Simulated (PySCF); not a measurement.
C5H14GeO.
Structure used (PBE0-D3(BJ)/def2-SVP), in Å, numbered top down from 1:
```xyz
21
C5H14GeO angstrom
C     -2.9443    0.1995    0.9005
C     -1.8158   -0.8192    0.9241
C     -0.5482   -0.3168    0.2472
C      0.6623   -1.2382    0.3704
C      0.4602   -2.5883   -0.2907
O      1.7984   -0.6514   -0.2301
Ge     2.6892    0.6780    0.5556
H     -2.6564    1.1279    1.4198
H     -3.2122    0.4723   -0.1329
H     -3.8517   -0.1876    1.3883
H     -1.5858   -1.0941    1.9694
H     -2.1543   -1.7492    0.4372
H     -0.2801    0.6648    0.6799
H     -0.7315   -0.1333   -0.8265
H      0.8535   -1.4061    1.4532
H      1.3880   -3.1744   -0.2275
H     -0.3468   -3.1601    0.1903
H      0.2126   -2.4546   -1.3554
H      2.7320    0.3988    2.0738
H      4.0867    0.6410   -0.0763
H      2.0076    2.0351    0.2867
```

The closed-shell ground state was solved at several levels (PySCF, density fitting, gas phase). The calculation is non-relativistic and has no spin–orbit coupling, an omission that weighs most on germanium.

| level | basis functions | total energy (Eh) | HOMO (eV) | LUMO (eV) | gap (eV) | dipole (D) |
| --- | --- | --- | --- | --- | --- | --- |
| HF/pcSseg-1 | 213 | -2347.4380 | -11.27 | 3.83 | 15.10 | 1.35 |
| wB97X-D/def2-SVPD | 273 | -2350.7295 | -9.47 | 1.81 | 11.28 | 1.18 |

What might PBE0/pcSseg-1 (213 basis functions) give for the same quantities?

Total energy -2350.3517 Eh, HOMO -7.57 eV, LUMO 0.59 eV, gap 8.16 eV, dipole 1.17 D.

Over all these levels, which gives the widest orbital gap and which the narrowest?

HF/pcSseg-1 (Hartree–Fock, all exact exchange) has the widest, 15.10 eV, and PBE0/pcSseg-1 (global hybrid, 25 % exact exchange) the narrowest, 8.16 eV. The two share the basis. From the narrowest to the widest the HOMO moves by -3.70 eV and the LUMO by +3.24 eV. The HOMO need not be the same orbital at Hartree–Fock and at DFT levels.

How far do the dipole and the HOMO energy spread over the levels?

The dipole runs from 1.17 to 1.35 D (mean 1.23 D) and the HOMO from -11.27 to -7.57 eV.

One conformer stands for the species.

Note: wB97X-D ran without an empirical dispersion term, which enters the total energy and its gradient alone.
